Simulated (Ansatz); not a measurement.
`[NH2][GeH2][Cl]` + `N[SiH](O)F` → `[NH2][GeH2][O][SiH](N)F` + HCl  (ligand exchange at a Ge–Cl bond)

Program: Ansatz. Geometries: PBE0-D4/def2-TZVP. ΔE: electronic, gas phase. CCSD(T)/CBS is the MP2 limit (def2-TZVPP, def2-QZVPP) plus CCSD(T) − MP2 in def2-TZVPP, frozen cores. This one scheme is used for every species. DFT in def2-TZVPP. B3LYP here is the variant with VWN-RPA as its local correlation; programs differ in this. For Ge outer-core shells are correlated without core-valence functions, which leaves a few kJ/mol of doubt a bond. Scalar relativity is left out up to krypton. Each species was taken in one conformer, which may not be the lowest.

```tsv
level	ΔE (kJ/mol)	difference from CCSD(T)/CBS
PBE-D4	33.4	7.6
r2SCAN-D4	30.6	4.8
PBE0-D4	33.5	7.7
B3LYP-D4	27.4	1.6
ωB97X-V	27.2	1.4
PBE0	39.6	13.8
B3LYP	37.4	11.6
HF/def2-TZVPP	34.5	8.7
MP2/def2-TZVPP	24.3	-1.5
SCS-MP2/def2-TZVPP	22.9	-2.9
CCSD/def2-TZVPP	22.7	-3.1
CCSD(T)/def2-TZVPP	21.2	-4.6
MP2/def2-QZVPP	26.8	1.0
SCS-MP2/def2-QZVPP	25.6	-0.2
HF/CBS(def2)	34.0	8.2
CCSD/CBS(def2)	27.4	1.6
CCSD(T)/CBS	25.8	0
```

Largest T1 diagnostic among the species: 0.012.

The D4 term adds −10.0 kJ/mol with B3LYP and −6.1 kJ/mol with PBE0; it sums over pairs of atoms, weighted by their polarisabilities, and B3LYP, whose exchange is more repulsive, gets the larger term. In def2-TZVPP, CCSD(T) changes the Hartree–Fock value by −13.3 kJ/mol (the triples alone add −1.5 kJ/mol) and MP2 by −10.2 kJ/mol.
